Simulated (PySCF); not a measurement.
## Electron correlation in V(8+) (vanadium, charge +8)

[Ne] 3s2 3p3, high-spin 4S determinant. Computed with PySCF 2.14 in an uncontracted even-tempered set (19 s from 0.4 bohr⁻², ratio 2.5; 12 p from 0.52 bohr⁻², ratio 2.5; 5 d from 3.3 bohr⁻², ratio 2.7; 4 f from 4.9 bohr⁻², ratio 2.7), with the spin-free X2C one-electron Hamiltonian (Gaussian nucleus). Frozen: 1s2; 13 electrons correlated; the 22 highest virtual orbitals of each spin left out.

| level | correlation energy (mhartree) |
| --- | --- |
| CCSD | -463.42 |
| (T) | -3.10 |
| CCSD(T) | -466.52 |

Diagnostics: T1 = 0.0019, D1 = 0.0064, largest double amplitude 0.043.

Cost of the coupled-cluster step: of the order of 50 core-seconds, for 13 correlated electrons.
